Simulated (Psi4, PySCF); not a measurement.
CuI, charge +1, doublet, at a GFN2-xTB geometry (such geometries of metal compounds can be far from the true shape) (the multiplicity is a formal guess) (core potentials on I), atoms displaced at random by about 0.03 Å a coordinate. Base run: PySCF with TPSS/def2-SVP, gradient.

PySCF was given this input:
```python
from pyscf import gto, scf, dft

mol = gto.M(
    atom='''
Cu   -0.005745   -0.039077   -1.549535
I     0.023985   -0.011112    0.866584
''',
    basis='def2-svp',
    ecp={'I': 'def2-svp'},
    charge=1,
    spin=1,
    verbose=3,
)

mf = dft.UKS(mol)
mf.xc = 'tpss'
mf.kernel()
g = mf.nuc_grad_method()
grad = g.kernel()
```

Programs used: Psi4, PySCF; a row that names a program was run with it.

The coordinate followed is x of atom 1.

The base run was repeated with changes; each row names its change, and settings that it needs were set with it.

| change | dE/dx (Eh/bohr) | net force (Eh/bohr) | outcome |
|---|---|---|---|
| base | -0.000009 | 0.000017 | converged |
| grids.level = 1; grid_response = on | -0.000041 | 0.000000 | converged |
| finite difference step (bohr) = 0.05; conv_tol = 1e-11 | - | - | not converged |
| code = psi4 | -0.000014 | 0.000005 | converged |
| grids.level = 0; grid_response = on | - | - | not converged |
| grids.level = 1; grid_response = off | 0.000057 | 0.000309 | converged |
| grid_response = on | 0.000008 | 0.000000 | converged |
| finite difference step (bohr) = 1e-3; conv_tol = 1e-11 | - | - | not converged |
| conv_tol = 1e-6 | -0.000008 | 0.000017 | converged |
| finite difference step (bohr) = 1e-4; conv_tol = 1e-11 | - | - | not converged |
| grids.level = 0; grid_response = off | - | - | not converged |
| grids.level = 5; grid_response = on | -0.000018 | 0.000000 | converged |

The net force is zero for an exact gradient.

Open shells are given as the SCF converged; they aren't shown to be the lowest states, and a large step between rows can be another state.
